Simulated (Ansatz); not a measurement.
`[CH3][Mo](=[O])(=[S])[Cl]` + HCl → `[O]=[Mo](=[S])([Cl])[Cl]` + CH₄ at 400 K and 1 bar (ligand exchange at a Mo–C bond).

Gas-phase electronic energies from Ansatz, PBE0-D4/def2-TZVP geometries. CCSD(T)/CBS adds triple-zeta CCSD(T) − MP2 to the extrapolated MP2 energy (def2 sets, frozen cores). This one scheme is used for every species. def2 core potentials past Kr. For Mo outer-core shells are correlated without core-valence functions, which leaves a few kJ/mol of doubt a bond.

```tsv
species	CCSD(T)/CBS energy (Eh)	H − E (kJ/mol)	S (J/(mol·K))
`[CH3][Mo](=[O])(=[S])[Cl]`	-1040.85015	143.2	396.2
HCl	-460.38127	29.6	195.4
`[O]=[Mo](=[S])([Cl])[Cl]`	-1460.81919	49.8	382.5
CH₄	-40.46206	131.3	197.2
```

H − E and S are ideal-gas, rigid-rotor, harmonic terms from PBE0-D4/def2-TZVP, for one conformer and one mirror image of each species. 1 Eh = 2625.50 kJ/mol, R = 8.31446 J/(mol·K).

Task: By hand: ΔE, ΔH, ΔS and ΔG.

Result: ΔE = (-1460.81919) + (-40.46206) − (-1040.85015) − (-460.38127) = -0.04983 Eh = -130.8 kJ/mol. Δ(H − E) = 49.8 + 131.3 − 143.2 − 29.6 = 8.3, so ΔH = -122.5 kJ/mol. ΔS = 382.5 + 197.2 − 396.2 − 195.4 = -11.9 J/(mol·K). ΔG = -122.5 − 400 × (-11.9)/1000 = -117.7 kJ/mol.

Task: By hand: the equilibrium constant, and the temperature at which ΔG would vanish if ΔH and ΔS stayed fixed.

Result: log₁₀ K = −ΔG/(RT ln 10) = 15.4. ΔG = 0 at ΔH/ΔS = 10294 K, far beyond where these terms or the molecules hold.

The number of gas molecules stays the same, so ΔS is small and ΔH decides. A doubt of 5 kJ/mol in ΔE shifts log₁₀ K by 0.7 here. Other conformers and mirror images would add mixing entropy, several J/(mol·K) or more a flexible species. These are equilibria of isolated gas molecules and say nothing of rates. Largest T1 diagnostic: 0.025 (customary marks: 0.02 for closed shells, 0.045 for open ones).
